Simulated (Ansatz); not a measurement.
System: CH$_{3}$Cl$_{5}$Si$_{2}$, charge 0, multiplicity 1. 
Coordinates optimised at B3LYP-D3(BJ)/def2-TZVP (Ansatz, an electronic-structure program):
SMILES: Cl[SiH](Cl)C[Si](Cl)(Cl)Cl
```xyz
11

Cl    -1.8382     1.4094    -1.2058
Si    -1.8065    -0.3512    -0.1548
Cl    -3.4940    -0.4677     1.0163
C     -0.3168    -0.4189     0.9611
Si     1.3471    -0.1605     0.1909
Cl     1.4434    -1.1117    -1.6213
Cl     1.7264     1.8263    -0.0825
Cl     2.8052    -0.9367     1.4019
H     -1.8424    -1.4648    -1.1096
H     -0.3163    -1.4090     1.4282
H     -0.4373     0.3161     1.7614
```
Charge 0, spin multiplicity 1.

Property: atomisation energy (electronic, to ground-state atoms); the coupled-cluster value holds the core correlation from cc-pwCVTZ, in kcal/mol. Correlated levels leave the core frozen unless marked. Open shells are spin-unrestricted. No spin-orbit coupling. Non-relativistic. CBS marks a two-point X^-3 extrapolation of the correlation energy; Hartree-Fock from the larger set.

Level to compare with: CCSD(T)/CBS(cc-pV(T+d)Z,cc-pV(Q+d)Z) plus the core term (Ansatz), 932.7 kcal/mol. It is a level with limits of its own, and the differences hold the functionals' basis error too.

Problem. Rank these functionals by how close they come to CCSD(T)/CBS(cc-pV(T+d)Z,cc-pV(Q+d)Z), closest first: wB97X-V/def2-TZVPD (Ansatz); revPBE/def2-TZVPD (Ansatz); SVWN5/def2-TZVPD (Ansatz).

Solution. wB97X-V/def2-TZVPD (range-separated hybrid with VV10, 930.6 kcal/mol, difference -2.1), revPBE/def2-TZVPD (GGA, 883.5 kcal/mol, difference -49.2), SVWN5/def2-TZVPD (LDA, 1048.6 kcal/mol, difference 115.9)
